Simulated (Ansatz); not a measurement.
Basis-set extrapolation for CH₆NPSi, SMILES `C[SiH]1NP1` (PBE0-D4/def2-TZVP geometry, frozen core, Ansatz 0.2.0). Multiplicity 1, RHF reference.

|  | def2-TZVPP | def2-QZVPP |
| --- | --- | --- |
| HF | -725.539484 | -725.563186 |
| MP2 correlation | -0.657944 | -0.705253 |
| CCSD(T) correlation | -0.733602 | not run |

Energies in hartree. Use E(X) = E(∞) + A·exp(−7.88·√X) for Hartree–Fock and E(X) = E(∞) + B·X^(−2.97) for correlation, with X = 3 and 4, and add CCSD(T) minus MP2 of the smaller set to the MP2 limit.

What is the CCSD(T) energy at the basis-set limit?

HF limit: -725.563186 + (-0.023702) × 0.13774 = -725.56645. MP2 limit: -0.705253 + (-0.047309) × 0.74074 = -0.74030. Higher-order term: -0.733602 − (-0.657944) = -0.07566. Total: -726.38241 hartree, 287.0 kJ/mol below CCSD(T)/def2-TZVPP.
